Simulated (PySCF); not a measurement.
Si(H)(F)2(Et) (C2H6F2Si), SMILES CC[SiH](F)F.

Geometry: PBE0-D3(BJ)/def2-SVP. The values are those of a single conformer.

The numbers are results of TDA-PBE/def2-SVPD in PySCF, not measurements.

Vertical excitations. The molecule is in vacuum. State labels are in the subgroup Cs.

| state | symmetry | energy (eV) | λ (nm) | f | main pairs |
|---|---|---|---|---|---|
| S1 | A' | 7.33 | 169 | 0.007 | HOMO→LUMO 99 % |
| S2 | A" | 7.58 | 164 | 0.002 | HOMO→LUMO+1 99 % |
| S3 | A' | 7.90 | 157 | 0.038 | HOMO→LUMO+2 98 % |
| S4 | A" | 8.48 | 146 | 0.001 | HOMO−1→LUMO 100 % |
| S5 | A' | 8.54 | 145 | 0.022 | HOMO→LUMO+3 93 % |
| S6 | A' | 8.74 | 142 | 0.001 | HOMO−1→LUMO+1 90 % |
| S7 | A' | 8.80 | 141 | 0.024 | HOMO−2→LUMO 92 % |
| S8 | A" | 8.99 | 138 | 0.008 | HOMO−1→LUMO+2 94 % |
| S9 | A' | 9.05 | 137 | 0.236 | HOMO→LUMO+4 76 % |
| S10 | A" | 9.09 | 136 | 0.004 | HOMO−2→LUMO+1 67 %, HOMO→LUMO+6 24 % |
| T1 | A' | 7.10 | 175 | 0 | HOMO→LUMO 99 % |
| T2 | A" | 7.25 | 171 | 0 | HOMO→LUMO+1 99 % |
| T3 | A' | 7.59 | 163 | 0 | HOMO→LUMO+2 98 % |
| T4 | A' | 8.24 | 150 | 0 | HOMO→LUMO+3 61 %, HOMO→LUMO+4 36 % |
Triplets are in the Tamm–Dancoff approximation.
